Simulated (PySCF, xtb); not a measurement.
Ge(Me)(OH)3 (CH₆GeO₃), SMILES [CH3][Ge]([OH])([OH])[OH].

xtb 6.7.1 with GFN2-xTB at its own geometry gives an orbital gap of 7.48 eV and a dipole moment of 1.30 D.

The structure is a stationary point at B3LYP-D3(BJ)/def2-SVP. The values are those of a single conformer.

Problem. What does M06-2X/def2-TZVP in PySCF give? (An estimate is asked for; the answer gives what the named calculation found.)

Solution. gap 10.99 eV (levels -10.10 and 0.88 eV), dipole 0.50 D.
